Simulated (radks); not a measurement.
Charge is removed step by step from the 4s down level of the germanium ion Ge+, starting from [Ar] 3d10 4s(up 1, down 1) 4p1. Calculated with a radial shooting solver on a logarithmic mesh with Libxc functionals: scalar-relativistic Kohn-Sham, LDA (Slater exchange, Perdew-Wang correlation), spin-polarised, spherical densities, finite nucleus; open shells are filled with parallel spins first; Fermi nuclear charge, rms radius 4.0742 fm.

| removed (e) | E - E(0) (eV) | eigenvalue (eV) | E minus straight line (eV) |
|---|---|---|---|
| 0 | 0.000 | -19.689 | 0.000 |
| 0.25 | 5.212 | -22.020 | -0.884 |
| 0.5 | 11.011 | -24.380 | -1.181 |
| 0.75 | 17.402 | -26.753 | -0.885 |
| 1 | 24.383 | -29.081 | 0.000 |

Removing the whole electron costs 24.383 eV by Delta-SCF, against 19.689 eV from minus the eigenvalue at the starting occupation. Slater's transition state (half an electron removed) gives 24.380 eV. Integrating minus the eigenvalue over the occupation (Janak's theorem) gives 24.385 eV. In this scalar-relativistic scheme the density is built from large components alone, so the theorem holds only approximately. The mean slope of the eigenvalue, de/dn, is 9.39 eV per electron.
